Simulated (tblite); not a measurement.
C6H7ClNO (doublet state).
Numbering: `[H]\[C:1]=[CH:2]/[N:3]=[CH:4]/[C:5](=[CH:6]\[Cl:7])[O:8][CH3:9]` (hydrogens: H10 on C1; H11 on C2; H12 on C4; H13 on C6; H14, H15, H16 on C9)

The geometry is computed with GFN2-xTB (gas phase). This method treats the open shell by occupation alone, without spin polarisation.

Problem. Give the optimised bond lengths and angles.

Solution. 
```tsv
bond	length (bohr)
C1=C2	2.463
C2–N3	2.632
N3=C4	2.399
C4–C5	2.740
C5=C6	2.556
C6–Cl7	3.225
C5–O8	2.569
O8–C9	2.671
C1–H10	2.017
C2–H11	2.046
C4–H12	2.068
C6–H13	2.037
C9–H14, C9–H15, C9–H16	2.061
```

Bonds in one row agree within 0.02 bohr and their mean is given. A selection of angles:
```tsv
angle	degrees
C1–C2–N3	124.4
C2–N3–C4	124.0
N3–C4–C5	124.2
C4–C5–C6	120.7
C4–C5–O8	124.7
C6–C5–O8	114.5
C5–C6–Cl7	124.8
C5–O8–C9	120.4
```

Dihedral angles: C1–C2–N3–C4 -43° (synclinal); C2–N3–C4–C5 176° (antiperiplanar); N3–C4–C5–C6 175° (antiperiplanar); C4–C5–C6–Cl7 -1° (synperiplanar); C4–C5–O8–C9 -7° (synperiplanar). The mirror-image conformer, all signs reversed, is as good.

C2 (carbon bonded to C, N and H) is planar (angles 124.4°, 123.2° and 112.2°, sum 359.8°, 0.04 Å off the plane of its three neighbours). The 2 C–O bonds span 1.359 Å (C5–O8, drawn single) to 1.414 Å (O8–C9, drawn single), a spread of 0.055 Å. The 2 C–N bonds span 1.270 Å (N3=C4, drawn double) to 1.393 Å (C2–N3, drawn single), a spread of 0.123 Å. Of the pairs four or more bonds apart, N3···C9 is among the closest relative to their van der Waals radii: 2.72 Å, 84 % of the sum of Bondi's values. C1 (carbon bonded to C and H) is bent (angle 135.8°). C5 (carbon bonded to 2 C and O) is planar (angles 124.7°, 120.7° and 114.5°, sum 360.0°, 0.00 Å off the plane of its three neighbours). The 3 C–C bonds span 1.303 Å (C1=C2, drawn double) to 1.450 Å (C4–C5, drawn single), a spread of 0.147 Å.

Point group: C1 (no symmetry element, even within 0.4 Å). Its GFN2-xTB frequencies are all real (lowest 31 cm⁻¹).
